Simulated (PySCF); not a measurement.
Two structures of SiH5SBr, singlet, reached by relaxing down either side of one saddle point (PBE0-D4/def2-TZVP). Energies are electronic, without zero-point energy. Computed with PySCF 2.14 with density fitting (its default auxiliary sets; JK sets also for MP2 and CCSD(T)) (basis: def2-TZVPP and def2-QZVPP); correlated methods freeze the cores. Filled d shells of the heavier atoms are correlated. The def2 sets are not built for correlating such inner shells, so the correlated values are less sure here. Extrapolation: Hartree–Fock as exp(−7.88 √X), correlation as X^−2.97. First:

```xyz
8
angstrom
Si 0.3781 -0.3269 -1.4887
Br 2.0193 -0.1275 0.0046
H 0.5475 -1.6243 -2.1806
H 0.5004 0.7945 -2.4471
H -0.9087 -0.2694 -0.7617
H -0.0363 -0.0263 2.1033
S -1.2893 0.1963 2.5337
H -1.1904 1.5136 2.3017
```

Second:

Si1  (-0.457, 0.032, -1.084)
Br2  (2.536, -0.588, 1.865)
H3  (-0.300, -1.348, -1.596)
H4  (0.833, 0.761, -1.126)
H5  (-1.480, 0.766, -1.867)
H6  (1.114, -0.491, 1.628)
S7  (-1.110, -0.223, 0.951)
H8  (-1.123, 1.091, 1.234)
(Å)

Which bonds change from the first to the second?

SiH₃Br ([SiH3][Br]) + H₂S → SiH₄S ([SiH3][SH]) + HBr; bonds formed: Si1–S7, Br2–H6; bonds broken: Si1–Br2, H6–S7.

Give the saddle point's structure and its height above each. (To be estimated.)

The calculation gives: 34.63 kcal/mol above the first and 27.30 kcal/mol above the second (CCSD(T) at an estimated basis limit (MP2 extrapolated from triple and quadruple zeta, plus CCSD(T) − MP2 in triple zeta)).
```
8
angstrom
Si -0.2156 -0.1441 -0.8482
Br 2.2050 -0.7270 0.1105
H -0.1988 -1.5044 -1.4176
H 0.4764 1.0079 -1.4595
H -1.6640 0.2523 -0.9895
H 0.7916 -0.0486 1.6189
S -0.5898 -0.0823 1.4647
H -0.8047 1.2462 1.5204
```

No T1 diagnostic of these runs exceeds 0.011. The start structure is not quite a true minimum (one mode of 42i cm⁻¹).

Labels in which every atom is bracketed show which atoms are joined, not bond orders.

For scale, one of the runs: CCSD(T)/def2-TZVPP, 202 basis functions, launched by `OMP_NUM_THREADS=4 python run.py`. Hardware: 4 CPU threads of an Intel Xeon, shared host. Wall time 12 min; peak host memory 2.9 GiB.
